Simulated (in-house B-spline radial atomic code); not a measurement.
Inner levels of ruthenium as electrons are removed. A shift is the extra binding of the orbital against the neutral atom ([Kr] 4d3/2(4) 4d5/2(3) 5s1). The density at the nucleus is averaged over the nuclear charge. Computed with an all-electron radial atomic-structure program (B-spline basis): Dirac-Hartree-Fock, jj configuration that fills j = l - 1/2 first, finite nuclei.

A number in brackets counts the electrons of a j subshell.

```csv
ion,configuration,shift of 2p1/2 (eV),shift of 1s1/2 (eV),shift of 2s1/2 (eV),radius of 2p1/2 (bohr),radius of 1s1/2 (bohr),radius of 2s1/2 (bohr),Σ<r²> (bohr²),change of density at nucleus (bohr⁻³)
Ru22+,[Ar] 3d3/2(4),837.55,841.79,827.11,0.12314,0.033428,0.14422,1.9712,68.009
Ru23+,[Ar] 3d3/2(3),?,?,?,?,?,?,?,?
Ru24+,[Ar] 3d3/2(2),1000.96,1010.82,992.42,0.1227,0.03343,0.1439,1.6381,201.94
Ru25+,[Ar] 3d3/2(1),1085.75,1098.93,1078.21,0.12247,0.033431,0.14373,1.4853,273.01
Ru26+,[Ne] 3s2 3p6,1172.59,1189.44,1166.06,0.12222,0.033432,0.14354,1.3408,346.83
Ru27+,[Ne] 3s2 3p1/2(2) 3p3/2(3),1257.39,1283.08,1248.23,0.12203,0.033427,0.14335,1.1752,431.12
Ru28+,[Ne] 3s2 3p1/2(2) 3p3/2(2),1343.65,1378.57,1331.73,0.12182,0.033423,0.14314,1.0155,517.71
Ru29+,[Ne] 3s2 3p1/2(2) 3p3/2(1),?,?,?,?,?,?,?,?
Ru30+,[Ne] 3s2 3p1/2(2),1520.51,1575.08,1502.74,0.1214,0.033413,0.14271,0.71251,697.79
Ru31+,[Ne] 3s2 3p1/2(1),1608.57,1678.75,1591.58,0.12141,0.033407,0.14247,0.5734,770.06
Ru32+,[Ne] 3s2,1698.03,1784.4,1681.81,0.12124,0.0334,0.14222,0.43923,843.69
Ru33+,[Ne] 3s1,?,?,?,?,?,?,?,?
Ru34+,[He] 2s2 2p6,1877.27,1984.6,1852.17,0.12088,0.033396,0.14209,0.16228,-1757.12
```

Task: Fill in the row of Ru23+.

Result: shift of 2p1/2 (eV): 918.22; shift of 1s1/2 (eV): 925.11; shift of 2s1/2 (eV): 908.71; radius of 2p1/2 (bohr): 0.12292; radius of 1s1/2 (bohr): 0.033429; radius of 2s1/2 (bohr): 0.14407; Σ<r²> (bohr²): 1.7998; change of density at nucleus (bohr⁻³): 133.6.

Task: Fill in the row of Ru29+.

Result: shift of 2p1/2 (eV): 1431.36; shift of 1s1/2 (eV): 1475.91; shift of 2s1/2 (eV): 1416.57; radius of 2p1/2 (bohr): 0.12162; radius of 1s1/2 (bohr): 0.033418; radius of 2s1/2 (bohr): 0.14293; Σ<r²> (bohr²): 0.86132; change of density at nucleus (bohr⁻³): 606.6.

Task: Fill in the row of Ru33+.

Result: shift of 2p1/2 (eV): 1787.07; shift of 1s1/2 (eV): 1883.76; shift of 2s1/2 (eV): 1766.48; radius of 2p1/2 (bohr): 0.12106; radius of 1s1/2 (bohr): 0.033398; radius of 2s1/2 (bohr): 0.14222; Σ<r²> (bohr²): 0.29877; change of density at nucleus (bohr⁻³): -433.5.
